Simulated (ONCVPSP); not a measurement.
## Before and after: ONCV potential for La (Z = 57)

lanthanum (La), optimised norm-conserving Vanderbilt (ONCV), made with ONCVPSP 4.0.1 (PBEsol, fully relativistic). Core [Kr] 4d10, reference 5s2 5p6 5d1 6s0.5 (charge +1.5). Waves: 5s+6s: rc 2.40 bohr, ncon 3, nbas 6, qcut 5.2 1/bohr, 3 projectors, debl 2.6 Ha; 5p: rc 2.25 bohr, ncon 5, nbas 8, qcut 5.8 1/bohr, 1 projector; 5d: rc 3.40 bohr, ncon 4, nbas 9, qcut 4.2 1/bohr, 2 projectors, debl 1.4 Ha; f scattering state at 0.47 Ha: rc 3.35 bohr, ncon 4, nbas 8, qcut 3.4 1/bohr, 2 projectors, debl 2.6 Ha. Local part: polynomial inside 1.80 bohr (lpopt 5, dvloc0 6 Ha). Core correction: none.

Open shells are filled in proportion to 2j + 1.

In the f channel the program set the typed energies aside and used -0.492, 2.108 Ha (j = l + 1/2; the other j can differ).

Change: s: rc 3.48.

Cutoffs: the cutoffs (Ha) at which the residual kinetic energy of the hardest occupied pseudo-wave falls to 1 and 0.1 mHa per electron; they do not see the model core or the augmentation charge, which bear on the density cutoff. Errors are all-electron minus pseudo energies relative to the spin-unpolarised reference configuration.

How do hardness, ghosts and transferability respond?

The potential gets neither clearly harder nor softer (13 Ha and 16 Ha → 13 Ha and 16 Ha); the p channel sets the loose cutoff, while the largest relative change is in s, which becomes softer; of the 4 tests that both files solve, the error grows in 3 and shrinks in 0 by more than 15 % and 0.3 meV (median size 0.6 → 2.0 meV); neither file shows a bound ghost. More of the atom is replaced by a form fitted at one configuration, so other configurations suffer.

| quantity | base | changed |
| --- | --- | --- |
| cutoff, loose | 13 Ha | 13 Ha |
| cutoff, tight | 16 Ha | 16 Ha |
| loose cutoff by channel | s 8.9 Ha, p 13 Ha, d 5.7 Ha | s 4.7 Ha, p 13 Ha, d 5.7 Ha |
| bound ghosts | none | none |
| GHOST(+) flags under 300 eV | none | none |
| error for 5s2 5p6 5d1 6s2, meV [ΔE -10.80 eV] | -1.1 | -3.2 |
| error for 5s2 5p6 5d1 6s1, meV [ΔE -4.80 eV] | -0.2 | -0.6 |
| error for 5s2 5p6 5d1 6s0, meV [ΔE 6.05 eV] | -0.2 | -0.8 |
| error for 4f1 5s2 5p6 5d0 6s1, meV [ΔE -4.53 eV] | +1837 | +1839 |
| p3/2: phases at 2.29 bohr within 0.05 rad from the reference energy up to (Ha; the scan ends near 5) | 0.9 | 0.9 |
| p1/2: phases at 2.29 bohr within 0.05 rad from the reference energy up to (Ha; the scan ends near 5) | 0.7 | 0.7 |
| d5/2: phases at 3.46 bohr within 0.05 rad from the reference energy up to (Ha; the scan ends near 5) | 3.0 | 3.0 |
| d3/2: phases at 3.46 bohr within 0.05 rad from the reference energy up to (Ha; the scan ends near 5) | 2.8 | 2.8 |
| f7/2: phases at 3.40 bohr within 0.05 rad from the reference energy up to (Ha; the scan ends near 5) | n/a | n/a |
| f5/2: phases at 3.40 bohr within 0.05 rad from the reference energy up to (Ha; the scan ends near 5) | -0.5 | -0.5 |

Base: The cutoffs count occupied waves only; projector 2 of the f channel, the hardest unoccupied one, needs 33 Ha at the loose tolerance. These tests converged, but a pseudo level misses the all-electron one widely, so the file describes the atom poorly there or has found another state: 4f1 5s2 5p6 5d0 6s1: 4f by 3.6 eV. Changed file: The cutoffs count occupied waves only; projector 2 of the f channel, the hardest unoccupied one, needs 33 Ha at the loose tolerance. These tests converged, but a pseudo level misses the all-electron one widely, so the file describes the atom poorly there or has found another state: 4f1 5s2 5p6 5d0 6s1: 4f by 3.6 eV.
